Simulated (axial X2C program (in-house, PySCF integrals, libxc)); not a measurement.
Potential curves of AlBr⁺, scalar-relativistic

Calculated with an in-house all-electron X2C program for linear molecules (integrals from PySCF). Spin-free means the one-electron spin-free X2C Hamiltonian. Basis: Br dyall-cv3z [8s9p6d4f1g], Al dyall-v3z [8s8p2d1f] (cores contracted in-house); Gaussian nuclei, density fitting, unrestricted open shells. Masses: Br 78.918 u, Al 26.982 u.

State: M_S = 1/2, Λ = 0 (beyond evenly filled blocks: σα). Energies in eV from the fragments at the same level (Br + Al+). Fits are polynomials in 1 − R0/R over 0.85 to 1.23 times the lowest point R0.

| R (Å) | PBE0 | HF | B3LYP |
| --- | --- | --- | --- |
| 1.9088 | -0.7869 | -0.0744 | -0.4356 |
| 1.9965 | -1.3363 | -0.6333 | -1.0036 |
| 2.0624 | -1.5654 | -0.8612 | -1.2480 |
| 2.1282 | -1.6770 | -0.9664 | -1.3763 |
| 2.1940 | -1.7012 | -0.9794 | -1.4182 |
| 2.2708 | -1.6489 | -0.9108 | -1.3880 |
| 2.3476 | -1.5373 | -0.7831 | -1.3000 |
| 2.4463 | -1.3437 | -0.5784 | -1.1380 |
| 2.5670 | -1.0775 | -0.3375 | -0.9108 |
| 2.7425 | -0.7169 | -0.1009 | -0.6014 |

The state is a single determinant with fixed occupations, the lowest that a limited PBE0 search found. De is counted from the lowest determinant-based energies of the atoms at the same level, without counterpoise correction. Spin-free De lacks the spin–orbit lowering of the heavy p-block atom, a tenth of an eV or more for 4p and 5p, up to an eV for 6p and one to two eV for 7p atoms, less what an open-shell molecule gains itself.

Question: Fit the PBE0 curve near its minimum: give the equilibrium distance, the harmonic wavenumber and the well depth.

Answer: At PBE0, spin-free: Re = 2.182 Å, ωe ≈ 461 cm⁻¹, De = 1.70 eV to Br + Al+; Be follows as 0.176 cm⁻¹.

Question: What are Re, ωe and De at the HF level?

Answer: At HF, spin-free: Re = 2.171 Å, ωe ≈ 485 cm⁻¹, De = 0.98 eV to Br + Al+; Be follows as 0.178 cm⁻¹.

Question: Fit the B3LYP curve near its minimum: give the equilibrium distance, the harmonic wavenumber and the well depth.

Answer: At B3LYP, spin-free: Re = 2.201 Å, ωe ≈ 437 cm⁻¹, De = 1.42 eV to Br + Al+; Be follows as 0.173 cm⁻¹.
